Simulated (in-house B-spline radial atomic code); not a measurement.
Radial electron density of Pr⁺, [Xe] 4f2 6s2. Computed with an all-electron radial atomic-structure program (B-spline basis): Dirac-Hartree-Fock, average of configuration, Fermi nucleus of rms radius 4.8919 fm.

Columns: r (bohr), 4πr²n(r) (electrons per bohr), bar.

```
0.000837    2.212 #
 0.00105    3.251 #
 0.00132    4.761 ##
 0.00165    6.852 ###
 0.00207    9.821 ####
 0.00259    13.84 ######
 0.00325    19.29 ########
 0.00407    26.29 ###########
  0.0051       35 ###############
  0.0064    45.26 ####################
 0.00802    56.28 ########################
  0.0101    67.03 #############################
  0.0126    75.08 ################################
  0.0158    79.14 ##################################
  0.0198    78.13 ##################################
  0.0248    73.52 ################################
  0.0311    69.64 ##############################
   0.039    72.09 ###############################
  0.0489    83.05 ####################################
  0.0613    96.86 ##########################################
  0.0768      102 ############################################
  0.0963    92.42 ########################################
   0.121    78.06 ##################################
   0.151    76.59 #################################
    0.19    86.86 #####################################
   0.238    84.51 ####################################
   0.298    59.45 ##########################
   0.374    35.65 ###############
   0.468       34 ###############
   0.587    38.64 #################
   0.736    30.76 #############
   0.922    17.72 ########
    1.16    10.79 #####
    1.45    8.364 ####
    1.82    5.513 ##
    2.28    2.672 #
    2.86    1.242 #
    3.58   0.8131 
    4.49   0.5186 
    5.62    0.221 
    7.05  0.05316 
    8.84 0.006445 
    11.1 0.0003292 
    13.9 6.163e-06
```

On this grid the curve has 4 maxima, near 0.0158, 0.0768, 0.19, 0.587 bohr.

The 6s1/2 radial function P(r) = rR(r), positive near the nucleus, with its small component Q(r) (sign convention: Q ≈ (P' + κP/r)/2c):

| r (bohr) | P | Q |
| --- | --- | --- |
| 0.000339 | 0.004603 | -0.001012 |
| 0.000533 | 0.006848 | -0.001541 |
| 0.000837 | 0.0101 | -0.002305 |
| 0.00132 | 0.01477 | -0.003416 |
| 0.00207 | 0.02112 | -0.004964 |
| 0.00325 | 0.02934 | -0.007071 |
| 0.0051 | 0.03879 | -0.009749 |
| 0.00802 | 0.04715 | -0.01278 |
| 0.0126 | 0.04871 | -0.01537 |
| 0.0198 | 0.03398 | -0.0159 |
| 0.0311 | -0.005531 | -0.0122 |
| 0.0489 | -0.05971 | -0.00333 |
| 0.0768 | -0.07563 | 0.006566 |
| 0.121 | 0.009627 | 0.008241 |
| 0.19 | 0.1145 | -0.00082 |
| 0.298 | 0.0132 | -0.006109 |
| 0.468 | -0.1712 | 0.0006163 |
| 0.736 | 0.02253 | 0.003898 |
| 1.16 | 0.2824 | -0.000825 |
| 1.82 | -0.02785 | -0.002373 |
| 2.86 | -0.5215 | -0.000174 |
| 4.49 | -0.5035 | 0.0009283 |
| 7.05 | -0.163 | 0.0004093 |
| 11.1 | -0.01283 | 3.63e-05 |
